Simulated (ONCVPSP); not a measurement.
**u(r) = r·R(r): atom against pseudo-atom (Ho)**

Columns: radius, all-electron u(r) and pseudo u(r) of the 5p shell (level -39.34 eV) of holmium in the configuration [Kr] 4d10 4f10 5s2 5p6 5d1 6s0.5; PBE, scalar-relativistic, ONCV scheme, ONCVPSP 4.0.1.

```tsv
r (bohr)	all-electron	pseudo
0.110	0.1412	0.0154
0.220	0.1949	0.0606
0.330	-0.3025	0.1334
0.440	-0.4827	0.2295
0.550	-0.3136	0.3427
0.660	0.0052	0.4650
0.770	0.3295	0.5871
0.880	0.5932	0.6994
0.990	0.7787	0.7931
1.100	0.8908	0.8618
1.210	0.9427	0.9018
1.320	0.9487	0.9126
1.430	0.9224	0.8969
1.540	0.8744	0.8595
1.650	0.8135	0.8062
1.760	0.7459	0.7430
1.870	0.6761	0.6753
1.980	0.6072	0.6071
2.090	0.5413	0.5413
2.200	0.4796	0.4795
2.310	0.4228	0.4227
2.420	0.3710	0.3710
2.530	0.3245	0.3244
2.640	0.2828	0.2828
2.750	0.2458	0.2458
2.860	0.2132	0.2131
```

How many radial nodes do the two functions have?

The all-electron 5p function has n − l − 1 = 3 (the table is too coarse to show those close to the nucleus); the pseudo-wave has 0, since the states of the same l below it are removed with the core.

At about which radius was the pseudo-wave matched?

2.20 bohr. The columns agree to 0.0005 from 1.98 bohr on; several derivatives are matched, so the curves merge somewhat inside the radius.

Is the pseudo-wave norm-conserving?

Yes: the ONCV scheme keeps the norm inside the radius equal to the all-electron one, which fixes the energy derivative of the logarithmic derivative at the level.
